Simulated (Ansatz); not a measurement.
Frontier orbitals of C$_{3}$H$_{4}$OSi (`C#C[SiH2]C=O`).

Charge 0, multiplicity 1. Geometry: relaxed with PBE0-D4/def2-TZVP. It is one conformer, not always the lowest. Basis def2-TZVPP, Ansatz 0.2.0.

```csv
functional,HOMO (eV),LUMO (eV),gap (eV)
PBE,-5.76,-2.98,2.78
revPBE,-5.70,-2.89,2.81
r2SCAN,-6.01,-2.78,3.23
PBE0,-7.18,-1.84,5.34
B3LYP,-6.97,-2.09,4.88
r2SCAN0,-7.36,-1.74,5.62
HSE06 (plane-wave form),-6.78,-2.23,4.55
ωB97X-V,-9.53,0.53,10.06
ωB97M-V,-9.45,0.41,9.86
```

From PBE to PBE0 the HOMO moves by −1.42 eV and the LUMO by +1.14 eV, and with ωB97M-V by −3.69 and +3.39 eV, so the gap grows from 2.77 to 9.86 eV with exact exchange. A positive LUMO is unbound and depends on the basis.

B3LYP here is the variant with VWN-RPA as its local correlation; programs differ in this.
